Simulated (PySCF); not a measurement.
Te(17+): ionisation energy

Te(17+) [Ar] 3d10 4s2 4p5 [4p1/2^2 4p3/2^3, M_J = 3/2] → Te(18+) [Ar] 3d10 4s2 4p4 [4p1/2^2 4p3/2^2, M_J = 2], as a difference of total energies. Calculation: PySCF 2.14, in an even-tempered Gaussian basis (18 s from 0.94 bohr⁻², ratio 2.8; 14 p from 1.2 bohr⁻², ratio 2.8; 9 d from 2.2 bohr⁻², ratio 2.8; 4 f from 8 bohr⁻², ratio 3); the two-component X2C-1e Hamiltonian. Correlated levels: [Ne] frozen; the 82 highest virtual spinors dropped. "Screened" scales the spin-orbit matrix elements by Boettger's factors to mimic the two-electron term; Breit and QED terms are absent.

| method | ionisation energy (eV) |
| --- | --- |
| GHF (screened spin-orbit) | 489.64 |
| GMP2 (screened spin-orbit) | 490.84 |

Question: How much does correlation contribute at GMP2 (screened spin-orbit)?

Answer: 490.84 − (489.64) = 1.20 eV, measured against GHF (screened spin-orbit).

Breit and QED terms and the two-electron picture change are absent.

The labels give the starting determinants; with spin-orbit coupling the two ends relaxed to ⟨J²⟩ = 3.75, ⟨L²⟩ = 2.02, ⟨S²⟩ = 0.77 and ⟨J²⟩ = 6.01, ⟨L²⟩ = 2.89, ⟨S²⟩ = 1.58.

For comparison: 491 ± 3 eV (theoretical estimate listed by NIST; NIST Atomic Spectra Database, ionization energies).
